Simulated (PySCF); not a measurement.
Q: Write Cartesian coordinates for `[CH3][GaH][CH3]` as optimised with PBE0-D3(BJ)/def2-SVP.

A: 
```
atom  x, y, z in Å
C1     1.6498    0.2855   -0.1774
Ga2    0.0455   -0.7427    0.3273
C3    -1.6671    0.1752    0.6590
H4     2.5798   -0.2001    0.1538
H5     1.6214    1.3144    0.2124
H6     1.6951    0.3549   -1.2786
H7     0.1339   -2.3143    0.4659
H8    -2.5364   -0.4834    0.5159
H9    -1.7833    1.0664    0.0227
H10   -1.6883    0.5232    1.7067
```

Orientation and origin are arbitrary. Atoms count from 1 in this order. Ga2 (gallium bonded to 2 C and H) is planar (angles 120.5°, 119.8° and 119.7°, sum 360.0°, 0.00 Å off the plane of its three neighbours).

Bonds between heavy atoms (Å): C1–Ga2 1.971, Ga2–C3 1.971.

Computed, not measured: PBE0-D3(BJ)/def2-SVP geometry optimisation, gas phase (PySCF 2.14.0).

Point group: near C2, missed by 0.09 Å at most; the miss may be what the optimiser left on a soft mode. Not checked by PBE0-D3(BJ)/def2-SVP frequencies.
